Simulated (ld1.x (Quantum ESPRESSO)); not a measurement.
## Before and after: ultrasoft potential for Cr (Z = 24)

Cr, ultrasoft, made with ld1.x (Quantum ESPRESSO) 7.5 (PBEsol, scalar-relativistic). Core [Ne], reference 3s2 3p6 3d4 4s2 4p0. Waves: 3s (bound): rcut 1.20, rcutus 1.35 bohr; 4s (bound): rcut 1.20, rcutus 1.35 bohr; 3p (bound): rcut 1.40, rcutus 1.50 bohr; 4p (bound, empty): rcut 1.40, rcutus 1.50 bohr; 3d (bound): rcut 1.20, rcutus 1.45 bohr; 3d channel at 0.55 Ry: rcut 1.20, rcutus 1.45 bohr; 4f channel at 0.2 Ry: rcut 1.50, rcutus 1.60 bohr; 4f channel at 1.1 Ry: rcut 1.50, rcutus 1.60 bohr. Local part: all-electron potential smoothed inside 1.55 bohr (lloc = -2). Core correction: a·sin(br)/r model core, default radius (core density twice the valence density). Augmentation charge: PSQ, inside the norm-conserving radii.

Change: all radii but the core radius scaled by about 1.21 (s 1.64, p 1.82, d 1.76, f 1.94 bohr, rcut 1.46/1.70/1.46/1.82); local potential all-electron potential smoothed inside 1.88 bohr (lloc = -2).

Cutoffs: the cutoffs (Ry, on a coarse ladder) from which the occupation-weighted sum of valence levels, in a spherical-Bessel basis at the reference potential, stays within 10 and 1 mRy of its value at 400 Ry; they do not see the model core or the augmentation charge, which bear on the density cutoff. Errors are all-electron minus pseudo energies relative to the spin-unpolarised reference configuration.

What does the change do?

The potential gets softer (50 Ry and 90 Ry → 35 Ry and 60 Ry); the number of tests with a reliable result goes from 7 to 0 (the test run of the changed file stopped, so its transferability is not established); neither file shows a bound ghost. A larger radius leaves more room for a smooth pseudo-wave, so fewer plane waves are needed.

```csv
quantity,base,changed
"cutoff, loose",50 Ry,35 Ry
"cutoff, tight",90 Ry,60 Ry
loose cutoff by channel (10 mRy a level),"s 25 Ry, p 30 Ry, d 45 Ry","s 30 Ry, p 21 Ry, d 30 Ry"
bound ghosts,none,none
tests with a reliable result,7 of 7,0 of 7 (the test run stopped)
lowest overlap eigenvalue by channel,"s 0.15, p 0.15, d 0.95, f 0.97","s 0.10, p 0.08, d 1.00, f 0.98"
```
